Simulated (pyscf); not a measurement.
# Hydrogen shift: H₃C–C(CH₃)=C=OH⁺ → H₃C–C⁺(CH₃)–CH=O

Gas phase, singlet surface, charge 1. Bonds broken: H7–O12. Bonds formed: H7–C11. Single points on ωB97X-D3(BJ)/def2-SVP structures (PySCF, gas phase).

Transition state (Å):

```xyz
12

C     -2.0812     0.8335     0.3941
C     -0.6024     0.6305     0.2462
C     -0.0493    -0.3211    -0.7728
H     -2.4502     1.2000    -0.5793
H     -2.5729    -0.1331     0.5907
H     -2.3484     1.5558     1.1763
H      0.6031     0.7375     2.2406
H      1.0472    -0.3737    -0.7736
H     -0.3962     0.0327    -1.7589
H     -0.4740    -1.3258    -0.6145
C      0.2277     1.1660     1.1623
O      1.0014     1.9085     1.7764
```

One imaginary mode, 2010i cm⁻¹; descent along it reached the two sides named.

```
bond    change  reactant side (Å)  saddle  product side
------  ------  -----------------  ------  ------------
H7–O12  breaks              0.985   1.321         2.051
H7–C11   forms              1.878   1.220         1.114
```

Electronic energies relative to the reactant's lowest minimum found (kcal/mol):

```csv
level,barrier,reaction energy,reverse barrier
ωB97X-D3(BJ)/def2-TZVP,59.0,+0.3,58.7
PBE/def2-TZVP,46.5,+2.3,44.2
r²SCAN/def2-TZVP,50.1,+1.3,48.8
B3LYP-D3(BJ)/def2-TZVP,55.0,+1.1,53.9
PBE0-D3(BJ)/def2-TZVP,54.7,+2.3,52.4
M06-2X/def2-TZVP,60.7,+4.2,56.6
ωB97M-D3(BJ)/def2-TZVP,58.5,+1.2,57.3
HF/def2-TZVP,77.6,-0.5,78.0
```

With ωB97M-D3(BJ)/def2-TZVP energies and thermal terms (ideal gas, 1 atm, RRHO with modes under 100 cm⁻¹ raised to 100, one conformer, R ln 2 for chiral ones without a mode under 150 cm⁻¹), in kcal/mol:

| T (K) | ΔH‡ | ΔG‡ | ΔH | ΔG |
|---|---|---|---|---|
| 298 | 54.5 | 54.4 | -0.9 | -0.7 |
| 600 | 54.4 | 54.3 | -0.8 | -0.5 |
| 900 | 54.3 | 54.2 | -0.6 | -0.4 |
| 1200 | 54.0 | 54.2 | -0.4 | -0.4 |

H₃C–C(CH₃)=C=OH⁺ lies 34.1 kcal/mol over its isomer H₃C–CH(CH₃)–C⁺=O (electronic energy, ωB97M-D3(BJ)/def2-TZVP). H₃C–C⁺(CH₃)–CH=O lies 35.4 kcal/mol over its isomer H₃C–CH(CH₃)–C⁺=O (electronic energy, ωB97M-D3(BJ)/def2-TZVP). One saddle was located; it need not be the lowest between these sides.
